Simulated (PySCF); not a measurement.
A series of related molecules.

All values: wB97X-D/def2-SVPD (PySCF) at PBE0-D3(BJ)/def2-SVP geometries, gas phase, one conformer each. Core orbitals are frozen in the response; Δα² is half the sum of the squared differences of the principal polarisabilities. The calculation is non-relativistic, for germanium too.

Question: Rank by HOMO–LUMO gap, highest first.
A. `C/N=[CH]/[GeH2][NH][GeH3]`
B. `C[C](=S)[GeH2][NH][GeH3]`
C. `CC#[C][GeH2][NH][GeH3]`

Answer: C (10.47 eV), A (9.54 eV), B (7.39 eV).

Question: Rank by polarisability anisotropy Δα, highest first.
A. `[Cl:1][CH:2]([Cl:3])[GeH2:4][NH:5][GeH3:6]` with Cl1–C2–Ge4–N5 -58°, C2–Ge4–N5–Ge6 -72°
B. `[N:1]#[C:2][CH2:3][GeH2:4][NH:5][GeH3:6]` with C2–C3–Ge4–N5 50°, C3–Ge4–N5–Ge6 -79°
C. `[CH3:1][C:2]#[C:3][GeH2:4][NH:5][GeH3:6]` with C3–Ge4–N5–Ge6 65°
D. `[CH3:1]/[N:2]=[CH:3]/[GeH2:4][NH:5][GeH3:6]` with N2–C3–Ge4–N5 113°, C3–Ge4–N5–Ge6 92°

Answer: D (6.31 Å³), C (5.91 Å³), B (3.66 Å³), A (1.92 Å³).

Question: Rank by dipole moment, lowest first.
A. `[Cl:1][CH:2]([Cl:3])[GeH2:4][NH:5][GeH3:6]` with Cl1–C2–Ge4–N5 -58°, C2–Ge4–N5–Ge6 -72°
B. `[CH3:1][C:2](=[S:3])[GeH2:4][NH:5][GeH3:6]` with C1–C2–Ge4–N5 72°, C2–Ge4–N5–Ge6 -89°
C. `[CH3:1][C:2]#[C:3][GeH2:4][NH:5][GeH3:6]` with C3–Ge4–N5–Ge6 65°
D. `[N:1]#[C:2][CH2:3][GeH2:4][NH:5][GeH3:6]` with C2–C3–Ge4–N5 50°, C3–Ge4–N5–Ge6 -79°

Answer: A (1.36 D), C (1.65 D), B (2.17 D), D (4.04 D).

All values together:

```csv
SMILES,formula,μ (D),HOMO (eV),LUMO (eV),α (Å³),Δα (Å³),electrons,α per electron (Å³),ΔSCF removal energy (eV)
C/N=[CH]/[GeH2][NH][GeH3],C2H10Ge2N2,1.42,-8.59,0.95,15.51,6.31,100,0.155,8.67
Cl[CH](Cl)[GeH2][NH][GeH3],CH7Cl2Ge2N,1.36,-9.15,1.22,15.79,1.92,118,0.134,9.19
C[C](=S)[GeH2][NH][GeH3],C2H9Ge2NS,2.17,-8.03,-0.64,17.12,6.41,108,0.158,8.23
CC#[C][GeH2][NH][GeH3],C3H9Ge2N,1.65,-8.99,1.48,15.53,5.91,98,0.158,9.03
N#C[CH2][GeH2][NH][GeH3],C2H8Ge2N2,4.04,-9.09,1.47,13.96,3.66,98,0.142,9.16
```

Conformers: `[CH3:1]/[N:2]=[CH:3]/[GeH2:4][NH:5][GeH3:6]` with N2–C3–Ge4–N5 113°, C3–Ge4–N5–Ge6 92°; `[Cl:1][CH:2]([Cl:3])[GeH2:4][NH:5][GeH3:6]` with Cl1–C2–Ge4–N5 -58°, C2–Ge4–N5–Ge6 -72°; `[CH3:1][C:2](=[S:3])[GeH2:4][NH:5][GeH3:6]` with C1–C2–Ge4–N5 72°, C2–Ge4–N5–Ge6 -89°; `[CH3:1][C:2]#[C:3][GeH2:4][NH:5][GeH3:6]` with C3–Ge4–N5–Ge6 65°; `[N:1]#[C:2][CH2:3][GeH2:4][NH:5][GeH3:6]` with C2–C3–Ge4–N5 50°, C3–Ge4–N5–Ge6 -79°.

By how much does the ΔSCF value exceed −ε(HOMO) over the species that have both?

By 0.03 to 0.20 eV, 0.08 eV on average, over 5 species.
